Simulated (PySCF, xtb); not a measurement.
C₁₀H₇N₃, SMILES C1=CC2=CC=NC3=NC=CC(=C1)N23.

GFN2-xTB in xtb 6.7.1 at its own geometry gives an orbital gap of 1.68 eV and a dipole moment of 4.83 D.

Geometry optimised at B3LYP-D3(BJ)/def2-SVP.

### Question
What does r2SCAN/def2-SVP run with PySCF give? (The exact figures need the calculation; the answer reports its results.)

### Answer
gap 1.75 eV (levels -4.61 and -2.86 eV), dipole 4.54 D.
